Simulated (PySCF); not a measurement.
Computed with PBE-D3(BJ)/def2-TZVP // PBE0-D3(BJ)/def2-TZVP (PySCF 2.14.0). Gas-phase values, no solvent. 

Reference species (SMILES): `[SiH2]=C=B` (neutral, multiplicity 1).

```yaml
HOMO–LUMO gap: 2.16 eV
HOMO: -5.61 eV
LUMO: -3.45 eV
```

Changed species: `C1B[SiH]=1`.

Predict the effect on the HOMO–LUMO gap, HOMO and LUMO.

the HOMO–LUMO gap goes up by 1.45 eV, to 3.61 eV; the HOMO drops by 0.43 eV, to -6.04 eV; the LUMO goes up by 1.02 eV, to -2.43 eV.
